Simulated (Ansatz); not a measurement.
Isomers of Be$_{2}$F$_{5}$⁻ (singlet), relaxed with PBE-D4/def2-SVPD; total energies from Ansatz at r2SCAN0-D4/def2-TZVPD.

```tsv
isomer	description	energy (Eh)
A	point group not assigned; 6 × Be–F 1.47 to 1.57 Å	-529.18389
B	point group not assigned; 6 × Be–F 1.47 to 1.58 Å	-529.18411
```

The isomers come from a short search, and lower ones may exist.

Question: Work out the relative energies (1 Eh = 2625.5 kJ/mol) and the Boltzmann populations at 800 K from electronic energies alone (R = 8.314 J/mol/K).

Answer: ΔE: A 0.6, B 0.0 kJ/mol. RT = 6.65 kJ/mol. Factors exp(−ΔE/RT): A 0.914, B 1; sum 1.914. Populations: A 47.8 %, B 52.2 %. Zero-point energy, vibrational entropy and symmetry numbers are left out and can shift these; an error of 4 kJ/mol changes a ratio by a factor of 1.8. Over the other density-functional and correlated levels in def2 sets, the gap between B and A ranges from 0 to 1 kJ/mol.
